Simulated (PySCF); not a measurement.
# Mg (magnesium, neutral) across methods

[Ne] 3s1 3d1, high-spin 3D determinant (an excited configuration). Calculation: PySCF 2.14, in aug-cc-pVTZ-DK (6s5p3d2f, 50 functions); scalar relativity by spin-free X2C-1e.

| method | E (hartree) | mean ε 2p β (eV) | mean ε 3s α (eV) | mean ε 3d α (eV) | Σ⟨r²⟩ (bohr²) | ⟨S²⟩ |
| --- | --- | --- | --- | --- | --- | --- |
| PBE0 | -200.0577 | -54.781 | -7.947 | -0.438 | 49.82 | 2.000 |
| BP86 | -200.1842 | -50.880 | -7.260 | -0.244 | 49.53 | 2.000 |
| LDA | -199.2103 | -50.833 | -7.295 | -0.028 | 49.35 | 2.000 |
| UHF | -199.71063 | -65.784 | -9.913 | -0.953 | 50.87 | 2.000 |
| PBE | -200.0442 | -50.742 | -7.161 | -0.172 | 49.57 | 2.000 |
| r2SCAN | -200.1341 | -52.167 | -7.352 | -0.057 | 49.88 | 2.000 |
| PW91 | -200.1474 | -50.930 | -7.211 | -0.179 | 49.45 | 2.000 |
| r2SCANh | -200.1306 | -53.621 | -7.650 | -0.157 | 49.95 | 2.000 |
| BLYP | -200.1743 | -50.754 | -7.020 | 0.018 | 49.63 | 2.000 |

The outer electron is Rydberg-like, and this basis confines it to a smaller radius and binds it less than a complete one would.

The highest occupied level is positive at BLYP: only the finite basis holds that electron, which in a density functional comes from self-interaction.
